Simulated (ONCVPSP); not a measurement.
What one change does to a pseudopotential (cerium, ONCV)

```
Element                 : Ce
Generator               : ONCVPSP 4.0.1
Type                    : optimised norm-conserving Vanderbilt (ONCV)
Functional              : PBEsol
Relativity              : scalar-relativistic
Frozen core             : [Kr] 4d10
Valence charge          : 12
Reference configuration : 4f1 5s2 5p6 5d1 6s2
Partial waves           : 5s+6s: rc 2.15 bohr, ncon 4, nbas 7, qcut 4.7 1/bohr, 2 projectors; 5p: rc 1.70 bohr, ncon 4, nbas 8, qcut 4.5 1/bohr, 2 projectors, debl 2.2 Ha; 5d: rc 4.00 bohr, ncon 5, nbas 9, qcut 4.3 1/bohr, 3 projectors, debl 0.8 Ha; 4f: rc 1.75 bohr, ncon 4, nbas 9, qcut 9.9 1/bohr, 2 projectors, debl 0.3 Ha
Local potential         : polynomial inside 1.65 bohr (lpopt 5, dvloc0 0 Ha)
Core correction         : Teter function fitted to the true core (icmod 2), fcfact 0.5
```

Change: local potential polynomial inside 1.65 bohr (lpopt 5, dvloc0 9.5 Ha).

Cutoffs: the cutoffs (Ha) at which the residual kinetic energy of the hardest occupied pseudo-wave falls to 1 and 0.1 mHa per electron; they do not see the model core or the augmentation charge, which bear on the density cutoff. Errors are all-electron minus pseudo energies relative to the spin-unpolarised reference configuration.

**Question.** What does the change do?

**Answer.** The potential gets neither clearly harder nor softer (41 Ha and 67 Ha → 41 Ha and 67 Ha); the bound ghost in d disappears; the errors of the 3 common tests hardly move; the range in which the s phases agree widens (upper end 2.2 → at the end of the scan). In the separable form a ghost depends on how the local part lies against the semilocal potential of the channel, so the choice of the local part can create or remove one.

| quantity | base | changed |
| --- | --- | --- |
| cutoff, loose | 41 Ha | 41 Ha |
| cutoff, tight | 67 Ha | 67 Ha |
| bound ghosts | d | none |
| GHOST(+) flags under 300 eV | s at 68.0 eV, p at 185.5 eV | none |
| tests counted as reliable (solved cleanly; for ONCVPSP, near-neutral configurations with less than one 5d electron left out) | 3 of 4 | 3 of 4 |
| error for 4f1 5s2 5p6 5d1 6s1, meV [ΔE 6.10 eV] | -1.6 | -1.5 |
| error for 4f1 5s2 5p6 5d1 6s0, meV [ΔE 17.14 eV] | -6.6 | -6.4 |
| error for 4f1 5s2 5p6 5d0 6s0, meV [ΔE 36.28 eV] | +15 | +15 |
| s: phases at 2.18 bohr within 0.05 rad from the reference energy up to (Ha; the scan ends near 5) | 2.2 | to the end of the scan |
| p: phases at 1.73 bohr within 0.05 rad from the reference energy up to (Ha; the scan ends near 5) | 4.3 | 4.7 |
| d: phases at 4.07 bohr within 0.05 rad from the reference energy up to (Ha; the scan ends near 5) | 2.2 | 2.1 |
| f: phases at 1.77 bohr within 0.05 rad from the reference energy up to (Ha; the scan ends near 5) | to the end of the scan | to the end of the scan |
| rms error of d²Exc/dni dnj with the model core, mHa | 2.73 | 2.73 |

 A true bound ghost makes a file unfit for plane-wave use even where its test errors are small: the radial tests pick states by their node count and pass the ghost by.
